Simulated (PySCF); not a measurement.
C6H6ClP.
Cartesian coordinates in Å at the PBE0-D3(BJ)/def2-SVP level; atoms count from 1:
```
atom  x, y, z in Å
P1     2.921   -0.040   -0.993
C2     1.159   -0.047   -0.468
C3     0.466    1.152   -0.258
C4    -0.894    1.154    0.042
C5    -1.579   -0.056    0.128
Cl6   -3.269   -0.063    0.505
C7    -0.914   -1.262   -0.086
C8     0.445   -1.250   -0.387
H9     3.363    0.995   -0.115
H10    3.367   -1.087   -0.130
H11    0.992    2.109   -0.321
H12   -1.426    2.092    0.212
H13   -1.462   -2.203   -0.016
H14    0.955   -2.202   -0.555
```

Hirshfeld charges (e) from the PBE0/pcSseg-1 density (PySCF), one withheld:

```tsv
atom	bonded to	charge
P1	C2 H9 H10	?
C2	P1 C3 C8	-0.0513
C3	C2 C4 H11	-0.0483
C4	C3 C5 H12	-0.0555
C5	C4 Cl6 C7	+0.0139
Cl6	C5	-0.0339
C7	C5 C8 H13	-0.0554
C8	C7 C2 H14	-0.0483
H9	P1	-0.0075
H10	P1	-0.0079
H11	C3	+0.0518
H12	C4	+0.0543
H13	C7	+0.0543
H14	C8	+0.0520
```

What is the charge on P1?

The charges add up to the total charge, 0. The others sum to -0.0818, which leaves +0.0818 e for P1 (phosphine phosphorus); the computed value is +0.0819, the difference coming from rounding and the integration grid.

Add each hydrogen's charge to the atom that carries it.

P1 +0.0665, C3 +0.0035, C4 -0.0012, C7 -0.0011, C8 +0.0037. Atoms without hydrogen keep their charges.

Across which bond do the charges differ most?

P1–C2: +0.0819 on P1 against -0.0513 on C2, a difference of 0.1332 e. The lower charge is on the more electronegative element of the two (Pauling values: C 2.55, P 2.19).

Take the bonds between elements whose Pauling electronegativities differ by more than 0.25. In how many does the more electronegative atom carry the lower charge?

In 6 of 6.

How much positive and how much negative charge does this set hold in all?

+0.3082 e on 6 atoms and -0.3081 e on 8.

The Hirshfeld scheme divides the density at each point in proportion to the densities of the neutral, spherically averaged free atoms. The structure is a single PBE0-D3(BJ)/def2-SVP conformer in the gas phase; no vibrational or solvent corrections.

These values come from a run that also computed NMR shieldings. Hardware: one thread of an Arm Neoverse V2 (shared host). Cost: 20 s, 0.85 GiB resident at most.
